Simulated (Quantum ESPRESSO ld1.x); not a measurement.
ld1.x (Quantum ESPRESSO 7.5) input

```
 &input
    zed=30.0,
    iswitch=1,
    rel=1,
    dft='PBE',
    config='[Ar] 4s2',
    prefix='ld1',
    max_out_wfc=37,
    file_charge='ld1.rho',
 /
```

Command: `OMP_NUM_THREADS=1 ld1.x < ld1.in > ld1.out`

Output:

```
     Program LD1 v.7.5 starts

     --------------------------- All-electron run ----------------------------

     scalar relativistic calculation

     atomic number is 30.00
     dft =PBE   lsd =0 sic =0 latt =0  beta=0.20 tr2=1.0E-14
     Exchange-correlation= PBE
                           (   1   4   3   4   0   0   0)
     mesh =2001 r(mesh) =  99.36527 a.u. xmin = -8.00 dx = 0.00800
     1 Ry =  13.60569312 eV, c = 137.03599908

     n l     nl                  e(Ry)          e(Ha)          e(eV)
     1 0     1S 1( 2.00)      -723.4460      -361.7230     -9842.9841
     2 0     2S 1( 2.00)      -109.1688       -54.5844     -1485.3175
     2 1     2P 1( 6.00)       -97.8282       -48.9141     -1331.0211
     3 0     3S 1( 2.00)       -29.7714       -14.8857      -405.0601
     3 1     3P 1( 6.00)       -26.2556       -13.1278      -357.2251
     4 0     4S 1( 2.00)       -12.3645        -6.1822      -168.2272

     final scf error:  3.9E-16 reached in  19 iterations

     Etot =   -3497.350339 Ry,   -1748.675170 Ha,  -47583.875459 eV

     Ekin =    3556.126997 Ry,    1778.063499 Ha,   48383.572628 eV
     Encl =   -7971.018217 Ry,   -3985.509109 Ha, -108451.227741 eV
     Eh   =    1039.445344 Ry,     519.722672 Ha,   14142.374364 eV
     Exc  =    -121.904463 Ry,     -60.952231 Ha,   -1658.594709 eV

     normalization and overlap integrals

     s(1S/1S) =  1.000000  <r> =   0.0503  <r2> =    0.0034  r(max) =   0.0328
     s(1S/2S) = -0.004347
     s(1S/3S) = -0.001825
     s(1S/4S) = -0.000937
     s(2S/2S) =  1.000000  <r> =   0.2254  <r2> =    0.0599  r(max) =   0.1892
     s(2S/3S) = -0.001061
     s(2S/4S) = -0.000524
     s(2P/2P) =  1.000000  <r> =   0.1977  <r2> =    0.0478  r(max) =   0.1524
     s(2P/3P) = -0.000873
     s(3S/3S) =  1.000000  <r> =   0.6103  <r2> =    0.4246  r(max) =   0.5570
     s(3S/4S) = -0.000346
     s(3P/3P) =  1.000000  <r> =   0.6104  <r2> =    0.4306  r(max) =   0.5482
     s(4S/4S) =  1.000000  <r> =   1.3127  <r2> =    1.9308  r(max) =   1.2697

     ------------------------ End of All-electron run ------------------------
```

Run on one thread of a shared host, so times are rough (Intel(R) Xeon(R) Processor @ 2.60GHz): 0.57 s of CPU time, 0.81 s wall, 19 iterations on 2001 mesh points.
